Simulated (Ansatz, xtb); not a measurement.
Relative energy of two isomers of BF3H5NSi

Structure a is `F[B-](F)(F)[NH2+][SiH3]`, a singlet and structure b is `[NH3+][BH2-][Si](F)(F)F`, a singlet. Both are isolated molecules in the gas phase, relaxed with PBE0-D4/def2-SVP.

a (Å):

```xyz
11

B     1.8429    0.1979    0.4889
F     1.0782    0.5993    1.5474
F     3.0292   -0.3850    0.8345
F     1.9701    1.1613   -0.4930
N     0.9583   -1.0208   -0.2482
Si    0.5265   -0.5885   -1.9670
H     0.1333   -1.1759    0.3359
H     1.5258   -1.8695   -0.1886
H    -0.2564   -1.7457   -2.4924
H    -0.3247    0.6216   -1.9224
H     1.7911   -0.4465   -2.7229
```

b (Å):

```yaml
atoms:
  - { symbol: B, position_ang: [0.0927, 0.9178, 0.5149] }
  - { symbol: F, position_ang: [0.2843, -2.1299, 1.0799] }
  - { symbol: F, position_ang: [-1.1534, -1.5075, -0.9410] }
  - { symbol: F, position_ang: [1.4140, -1.1523, -0.9933] }
  - { symbol: N, position_ang: [1.6655, 1.3328, 0.4997] }
  - { symbol: Si, position_ang: [0.0824, -0.9812, -0.0460] }
  - { symbol: H, position_ang: [2.1251, 0.9581, -0.3357] }
  - { symbol: H, position_ang: [2.1681, 0.9653, 1.3095] }
  - { symbol: H, position_ang: [1.7789, 2.3474, 0.5031] }
  - { symbol: H, position_ang: [-0.4371, 1.5776, -0.3646] }
  - { symbol: H, position_ang: [-0.3496, 1.1606, 1.6219] }
```

Problem. Estimate E(b) − E(a) at the level CCSD(T)/def2-SVP + ΔMP2/def2-TZVPP.

Solution. Not settled: CCSD(T)/def2-SVP + ΔMP2/def2-TZVPP gives E(b) − E(a) = −3.6 kcal/mol, but this leans on the basis-set step: CCSD(T) alone gives +12.0 kcal/mol.

How the difference moves with the method:

```csv
level,geometry,E(b) − E(a) (kcal/mol),departure from the last row (kcal/mol),"job, with rough time for the two"
PBE0-D4/def2-SVP,PBE0-D4/def2-SVP,+9.8,+13.4,"optimisation, 2.8 min"
HF/def2-SVP,PBE0-D4/def2-SVP,+17.4,+21.0,part of the CCSD(T) run
MP2/def2-SVP,PBE0-D4/def2-SVP,+10.6,+14.3,part of the CCSD(T) run
CCSD(T)/def2-SVP,PBE0-D4/def2-SVP,+12.0,+15.6,single point
CCSD(T)/def2-SVP + ΔMP2/def2-TZVPP,PBE0-D4/def2-SVP,−3.6,,"single point, 43 s"
```

As drawn, b has 1 B–Si, 3 F–Si, 1 N–H, 2 B–H in place of 3 B–F, 1 N–Si, 3 Si–H.

PBE0-D4/def2-SVP, HF/def2-SVP, MP2/def2-SVP, CCSD(T)/def2-SVP put the two in the other order. The largest departure from CCSD(T)/def2-SVP + ΔMP2/def2-TZVPP is that of HF/def2-SVP, 21.0 kcal/mol. A small imaginary or near-zero mode remains, so no thermal terms are given. Levels run at GFN2-xTB geometries aren't shown. The last row adds to CCSD(T) the change of the MP2 difference between the two basis sets, here −15.6 kcal/mol, a large step that makes the value less sure.

The correlated steps freeze 10 core orbitals. Codes used: Ansatz 0.2.0, xtb 6.7.1; the last row on 2 threads of Intel(R) Xeon(R) Platinum 8259CL CPU @ 2.50GHz (Skylake/Cascade Lake) on a shared host.
